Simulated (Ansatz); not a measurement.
A search over several starts for the lowest SCF solution of Sn₂Au at the given spin, in a small basis.

```yaml
crystal:
  periodic: [false, false, false]
  atoms:
    - {symbol: Au, position_ang: [0.270127, 1.543361, 0.071956]}
    - {symbol: Sn, position_ang: [0.501420, -0.823944, -1.304551]}
    - {symbol: Sn, position_ang: [-0.771548, -0.719428, 1.232595]}
basis:
  gaussian: {orbitals: def2-SVP, initial_orbitals: start.molden}
magnetization: {spin_polarized: true, initial_magnetization: 1}
hamiltonian: {xc: pbe0, dispersion: d4}
output: {orbitals: {seedname: orbitals}}
```

The file start.molden holds the orbitals of an earlier run on this structure, at another level or in another basis.

```sh
$ ansatz run in.yaml --threads 4 --pin off --events-out ev --progress --plain --max-ram 3916MiB
```

It prints (some lines left out):

```
Functional definition: PBE0
1010 factors; integrals over basis functions are off by at most 1.8e-4 eV
mean field evaluation 1: about -15357.6532 eV, gradient 2.2e1 eV
mean field evaluation 2: about -15357.8058 eV, gradient 2.8e-1 eV
mean field evaluation 4: about -15357.8698 eV, gradient 2.9e-3 eV
mean field evaluation 8: about -15357.8698 eV, gradient 2.8e-5 eV
mean field evaluation 16: about -15357.8029 eV, gradient 9.3e-1 eV
mean field evaluation 32: about -15357.8698 eV, gradient 2.4e-5 eV
mean field evaluation 64: about -15357.8698 eV, gradient 5.0e-6 eV
mean field -15357.86979106 eV, -564.3913048835 hartree, gradient 5.0e-6 eV, S^2 0.752414; 8 other end points of the search recorded, 0 dependent functions left out
reference -15357.86981458 eV, -564.3913057479 hartree; 32, 31 occupied and 52, 53 virtual orbitals, 1010 factors
Total energy: -15358.00451542 eV, -564.3962559122 hartree
```

Run time 7 s (4 threads of Arm Neoverse V2 on a shared host).

Other converged states that the search met: 0.30 eV higher (⟨S²⟩ = 0.76).

In the def2 sets Au, Sn take a core potential; there is no spin–orbit coupling. The structure comes from a short search, and lower isomers may exist.
